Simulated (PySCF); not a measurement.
GeH2I2, SMILES [I][GeH2][I]. Geometry optimised at B3LYP-D3(BJ)/def2-SVP. The def2 effective core potentials stand for the cores of I; spin–orbit coupling is left out.

Computed equilibrium geometry at B3LYP-D3(BJ)/def2-SVP (PySCF confirms it by a frequency run) as a Z-matrix, and its point group:
point group C2v.
```
Ge
H 1 1.5368
H 1 1.5368 2 113.47
I 1 2.5359 2 108.16 3 -120.00
I 1 2.5359 2 108.16 3 120.00
```
Charge 0, spin multiplicity 1.
